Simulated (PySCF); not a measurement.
singlet silylene (H$_{2}$Si), singlet, geometry from GFN2-xTB; PBE0/cc-pVDZ in PySCF.

Here is a job for PySCF.
```python
from pyscf import gto, scf, dft

mol = gto.Mole()
mol.atom = '''
    Si   -0.006668   -0.002780    0.122759
    H     0.047787    1.131724   -0.834069
    H     0.045568   -1.092808   -0.884561
'''
mol.basis = 'cc-pvdz'
mol.charge = 0
mol.spin = 0
mol.verbose = 4
mol.build()

mf = dft.RKS(mol)
mf.xc = 'pbe0'
mf.conv_tol = 1e-6
mf.kernel()
mf.analyze()
```

What the program printed (banner, timings and long lists left out):

```
PySCF version 2.14.0

[INPUT] verbose = 4
[INPUT] num. atoms = 3
[INPUT] num. electrons = 16
[INPUT] charge = 0
[INPUT] spin (= nelec alpha-beta = 2S) = 0
[INPUT] symmetry False subgroup None
[INPUT] Mole.unit = angstrom
[INPUT] Symbol           X                Y                Z      unit          X                Y                Z       unit  Magmom
[INPUT]  1 Si    -0.006668000000  -0.002780000000   0.122759000000 AA   -0.012600693799  -0.005253438626   0.231980889325 Bohr   0.0
[INPUT]  2 H      0.047787000000   1.131724000000  -0.834069000000 AA    0.090304342315   2.138648408597  -1.576161978990 Bohr   0.0
[INPUT]  3 H      0.045568000000  -1.092808000000  -0.884561000000 AA    0.086111040044  -2.065107826734  -1.671578030471 Bohr   0.0

nuclear repulsion = 10.214761496596
number of shells = 11
number of NR pGTOs = 55
number of NR cGTOs = 28
basis = cc-pvdz
ecp = {}

******** <class 'pyscf.dft.rks.RKS'> ********
method = RKS
initial guess = minao
damping factor = 0
level_shift factor = 0
DIIS = <class 'pyscf.scf.diis.CDIIS'>
diis_start_cycle = 1
diis_space = 8
diis_damp = 0
SCF conv_tol = 1e-06
SCF conv_tol_grad = None
SCF max_cycles = 50
direct_scf = True
direct_scf_tol = 1e-13
XC library pyscf.dft.libxc version 7.1.2
    S. Lehtola, C. Steigemann, M. J. T. Oliveira, and M. A. L. Marques,  SoftwareX 7, 1–5 (2018)
XC functionals = pbe0
    C. Adamo and V. Barone,  J. Chem. Phys. 110, 6158 (1999)
    M. Ernzerhof and G. E. Scuseria,  J. Chem. Phys. 110, 5029 (1999)
radial grids:
    Treutler-Ahlrichs [JCP 102, 346 (1995); DOI:10.1063/1.469408] (M4) radial grids

becke partition: Becke, JCP 88, 2547 (1988); DOI:10.1063/1.454033
pruning grids: <function nwchem_prune>
grids dens level: 3
symmetrized grids: False
atomic radii adjust function: <function treutler_atomic_radii_adjust>
small_rho_cutoff = 0
Set gradient conv threshold to 0.001
Initial guess from minao.
tot grids = 38800
init E= -290.314119790072
  HOMO = -0.227818061394879  LUMO = -0.136366801924979  gap/eV = 2.48852
cycle= 1 E= -290.472082105744  delta_E= -0.158  |g|= 0.0917  |ddm|= 1.27
  HOMO = -0.24625906833158  LUMO = -0.118238175350481  gap/eV = 3.48363
cycle= 2 E= -290.474723660031  delta_E= -0.00264  |g|= 0.0347  |ddm|= 0.187
  HOMO = -0.239377134903544  LUMO = -0.110354264089889  gap/eV = 3.51089
cycle= 3 E= -290.475230385356  delta_E= -0.000507  |g|= 0.00545  |ddm|= 0.0713
  HOMO = -0.241765560487503  LUMO = -0.111941679537915  gap/eV = 3.53269
cycle= 4 E= -290.47524394377  delta_E= -1.36e-05  |g|= 0.000326  |ddm|= 0.0112
  HOMO = -0.241714778980276  LUMO = -0.111947124854569  gap/eV = 3.53116
cycle= 5 E= -290.475243998464  delta_E= -5.47e-08  |g|= 6.65e-05  |ddm|= 0.000537
  HOMO = -0.241689052557912  LUMO = -0.111916523116427  gap/eV = 3.53129
Extra cycle  E= -290.475244000372  delta_E= -1.91e-09  |g|= 2.52e-05  |ddm|= 0.00016
converged SCF energy = -290.475244000372
**** SCF Summaries ****
Total Energy =                        -290.475244000371958
Nuclear Repulsion Energy =              10.214761496595999
One-electron Energy =                 -422.278270552478091
Two-electron Energy =                  121.588265055510135
Two-electron Coulomb Energy =          143.047728339154702
DFT Exchange-Correlation Energy =      -21.459463283644574
HOMO-LUMO gap [eV] =                     3.531290393424060
**** MO energy ****
MO #1   energy= -66.283041559745   occ= 2
MO #2   energy= -5.35161243249629  occ= 2
MO #3   energy= -3.69110173878353  occ= 2
MO #4   energy= -3.68220418337482  occ= 2
MO #5   energy= -3.67936607467782  occ= 2
MO #6   energy= -0.528217962720575 occ= 2
MO #7   energy= -0.35017415184825  occ= 2
MO #8   energy= -0.241689052557912 occ= 2
MO #9   energy= -0.111916523116427 occ= 0
MO #10  energy= 0.053371101809188  occ= 0
MO #11  energy= 0.0893961121474773 occ= 0
MO #12  energy= 0.2508828668943    occ= 0
MO #13  energy= 0.282385352165853  occ= 0
MO #14  energy= 0.325568290658112  occ= 0
MO #15  energy= 0.328505300502461  occ= 0
MO #16  energy= 0.35074500984136   occ= 0
 ** Mulliken pop on meta-lowdin orthogonal AOs  **
 ** Mulliken pop  **
pop of  0 Si 1s           2.00000
pop of  0 Si 2s           1.99983
pop of  0 Si 3s           1.64866
pop of  0 Si 4s           0.00833
pop of  0 Si 2px          1.99985
pop of  0 Si 2py          1.99992
pop of  0 Si 2pz          1.99994
pop of  0 Si 3px          0.00393
pop of  0 Si 3py          0.82427
pop of  0 Si 3pz          1.30247
pop of  0 Si 4px          0.00007
pop of  0 Si 4py          0.00963
pop of  0 Si 4pz          0.00331
pop of  0 Si 3dxy         0.00003
pop of  0 Si 3dyz         0.00990
pop of  0 Si 3dz^2        0.00390
pop of  0 Si 3dxz         0.00009
pop of  0 Si 3dx2-y2      0.00412
pop of  1 H 1s            1.08330
pop of  1 H 2s            0.00372
pop of  1 H 2px           0.00001
pop of  1 H 2py           0.00204
pop of  1 H 2pz           0.00182
pop of  2 H 1s            1.08330
pop of  2 H 2s            0.00372
pop of  2 H 2px           0.00001
pop of  2 H 2py           0.00188
pop of  2 H 2pz           0.00198
 ** Mulliken atomic charges  **
charge of    0Si =      0.18176
charge of    1H =     -0.09088
charge of    2H =     -0.09088
Dipole moment(X, Y, Z, Debye):  0.03083,  0.01285, -0.56750
```
